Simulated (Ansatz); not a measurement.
Species: C₄H₂ClO, charge 0, multiplicity 2. It need not be the lowest isomer of its formula. SMILES: [c]1cocc1Cl
Geometry: optimised at B3LYP-D3(BJ)/def2-TZVP (Ansatz, a quantum-chemistry and plane-wave program).

Atomisation energy built up term by term with Ansatz (kcal/mol; UHF references for open shells; valence terms freeze the core; atomic spin-orbit terms are left out). CBS(X,Y): correlation extrapolated as X^-3; Hartree-Fock from the larger set.

The UHF reference is spin-contaminated (<S^2> 0.36 over the pure value in the largest basis). 

| term | basis | kcal/mol |
|---|---|---|
| Hartree-Fock | cc-pV(Q+d)Z | 577.66 |
| CCSD correlation | CBS(cc-pV(T+d)Z,cc-pV(Q+d)Z) | ? |
| (T) | CBS(cc-pV(T+d)Z,cc-pV(Q+d)Z) | ? |
| core correlation | cc-pwCVTZ | 4.89 |
| scalar relativity (X2C) | cc-pVTZ-DK against cc-pVTZ | -1.12 |
| sum: De |  | ? |

Task: Some entries are withheld; supply them.

Result: 
- CCSD correlation, kcal/mol: 235.40
- (T), kcal/mol: 25.31
- sum: De, kcal/mol: 842.1
